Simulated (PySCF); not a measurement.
A structure optimised at B3LYP-D3(BJ)/def2-TZVP, used in a PySCF frequency run:

```
Ge
H 1 1.5387
H 1 1.5387 2 108.58
H 1 1.5434 2 108.24 3 117.29
Si 1 2.3837 2 109.77 4 122.70
H 5 1.4861 1 112.92 2 177.35
H 5 1.4861 6 109.26 1 -126.56
```
Charge 0, spin multiplicity 2.

Question: Write its SMILES, formula and point group.

Answer: [SiH2][GeH3], GeH5Si, Cs

Question: What are its rotational constants (standard atomic weights)?

Answer: 50.625, 3.7700, 3.7083 GHz
